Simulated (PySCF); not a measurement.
## In: excitation energy

In [Kr] 4d10 5s2 5p1 (2P) → In [Kr] 4d10 5s1 5p2 (4P), as a difference of total energies. All numbers are calculated (PySCF 2.14, scalar relativity through the core potential, in aug-cc-pV5Z-PP with ECP28MDF (8s8p6d4f3g2h, 139 functions)). Correlated levels: valence: 4s2 4p6 4d10 frozen. The calculations carry no spin-orbit coupling.

| method | excitation energy (cm⁻¹) |
| --- | --- |
| UHF | 23254 |
| LDA | 40056 |
| PBE | 38084 |
| PBE0 | 35240 |
| r2SCAN | 34614 |
| BP86 | 38558 |
| revPBE | 37213 |
| r2SCANh | 34017 |
| MP2 (valence) | 28797 |
| SCS-MP2 (valence) | 30911 |

**Question.** Which method comes closest to the reference value, and which is furthest?

**Answer.** The reference is 35088 cm⁻¹ (measured; NIST levels, between the centres of gravity of the two terms). Closest: PBE0 (error 152.69 cm⁻¹); furthest: UHF (error -11834 cm⁻¹).
